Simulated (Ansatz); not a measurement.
Relaxation of a periodic cell of 36 atoms, H₃C₂N (contents 6 CH3CN, density as packed 0.78 g/cm³ with natural masses), to a largest force component of 0.3 eV/Å in at most 15 steps.

Computed with Ansatz 0.2.0, DFT PBE-D3(BJ), scalar-relativistic, plane waves, PAW. Settings: accuracy low, cutoff 420 eV, k mesh 1x1x1, fermi-dirac smearing 0.05 eV, no spin polarisation.

```xyz
36
Lattice="8.0517 0.0000 0.0000 0.0000 8.0517 0.0000 0.0000 0.0000 8.0517" Properties=species:S:1:pos:R:3:forces:R:3
C 7.579 2.105 2.787 -0.94 0.34 -0.45
C 6.275 2.469 2.240 -1.46 0.26 -0.39
N 5.223 2.763 1.798 1.39 -0.79 1.25
H 7.515 1.998 3.872 -0.29 0.31 -0.10
H 7.915 1.158 2.360 -0.12 0.07 -0.29
H 8.314 2.877 2.552 0.04 0.01 0.12
C 2.930 3.315 4.367 -0.51 0.29 0.06
C 1.615 3.932 4.518 -1.10 0.72 0.26
N 0.554 4.430 4.641 1.56 -0.61 -0.16
H 2.828 2.232 4.277 0.11 -0.15 0.01
H 3.423 3.697 3.472 0.11 -0.06 -0.26
H 3.552 3.539 5.235 0.10 -0.06 0.24
C 7.841 6.221 7.997 -0.54 -0.37 0.07
C 6.770 5.229 8.049 -1.29 -0.56 0.01
N 5.906 4.430 8.090 1.21 1.67 -0.71
H 8.699 5.819 7.455 -0.02 0.19 -0.06
H 7.494 7.123 7.489 -0.07 0.12 -0.05
H 8.156 6.486 9.008 0.10 0.08 0.16
C 4.906 6.452 4.257 0.02 0.34 0.29
C 5.085 7.524 5.233 0.17 1.04 0.99
N 5.229 8.388 6.021 -0.03 -1.21 -1.26
H 4.179 5.726 4.626 -0.07 -0.02 0.11
H 4.546 6.861 3.312 -0.06 0.09 -0.21
H 5.855 5.941 4.082 0.18 -0.15 -0.01
C 0.808 8.150 4.165 0.64 -0.50 0.86
C 1.446 7.753 5.418 0.75 -0.56 1.14
N 1.961 7.433 6.428 -0.67 0.15 -2.04
H 1.096 7.467 3.364 0.09 -0.13 -0.14
H -0.278 8.127 4.273 -0.10 -0.10 0.16
H 1.113 9.162 3.893 0.24 -0.27 0.17
C 0.927 3.408 0.097 0.54 -0.71 -0.01
C 1.634 2.134 0.213 0.79 -1.17 0.14
N 2.204 1.108 0.306 -0.89 1.73 0.39
H 0.608 3.568 -0.935 -0.10 -0.01 -0.11
H 0.046 3.408 0.741 -0.01 -0.02 -0.23
H 1.581 4.229 0.395 0.22 0.02 0.05
```

Question: Where does it end, and by what steps?

Answer: The run ended unconverged. Limits of this set-up: coarse k mesh, low accuracy level. After 14 steps the energy has fallen by 2.230 eV; H10 moved furthest, 1.44 Å.

| step | energy less start (eV) | largest force component (eV/Å) | accepted |
| --- | --- | --- | --- |
| 0 | 0.0000 | 2.037 | yes |
| 1 | -0.7359 | 0.440 | yes |
| 2 | -1.1327 | 0.568 | yes |
| 3 | -1.4123 | 0.660 | yes |
| 4 | -1.5772 | 1.177 | yes |
| 5 | -1.7541 | 0.713 | yes |
| 6 | -1.8694 | 0.389 | yes |
| 7 | -1.9641 | 0.442 | yes |
| 8 | -2.0368 | 0.497 | yes |
| 9 | -2.0906 | 0.558 | yes |
| 10 | -2.1302 | 0.560 | yes |
| 11 | -2.1644 | 0.409 | yes |
| 12 | -2.1925 | 0.409 | yes |
| 13 | -2.2125 | 0.463 | yes |
| 14 | -2.2302 | 0.301 | yes |

```xyz
36
Lattice="8.0517 0.0000 0.0000 0.0000 8.0517 0.0000 0.0000 0.0000 8.0517" Properties=species:S:1:pos:R:3
C 6.450 2.386 2.558
C 5.250 3.117 2.211
N 4.281 3.714 1.973
H 6.270 1.777 3.457
H 6.759 1.731 1.733
H 7.265 3.088 2.786
C 2.793 3.331 5.111
C 1.702 3.939 4.365
N 0.838 4.420 3.750
H 2.448 2.437 5.653
H 3.588 3.040 4.407
H 3.203 4.048 5.838
C 7.313 6.520 7.943
C 6.641 5.395 7.314
N 6.108 4.497 6.802
H 8.382 6.529 7.684
H 6.867 7.461 7.593
H 7.222 6.466 9.036
C 5.475 6.068 3.939
C 5.802 7.300 4.624
N 6.096 8.288 5.161
H 4.750 5.504 4.536
H 5.043 6.271 2.950
H 6.384 5.462 3.827
C 1.470 7.883 4.253
C 2.122 7.177 5.339
N 2.638 6.598 6.206
H 1.282 7.190 3.420
H 0.506 8.297 4.593
H 2.103 8.701 3.880
C 1.476 3.475 0.399
C 1.305 2.075 0.740
N 1.141 0.959 1.026
H 0.876 3.723 -0.498
H 1.136 4.105 1.250
H 2.548 3.691 0.238
```

The run took 58 s on 1 thread of Arm Neoverse V1, on a shared host, peak memory 0.45 GiB.
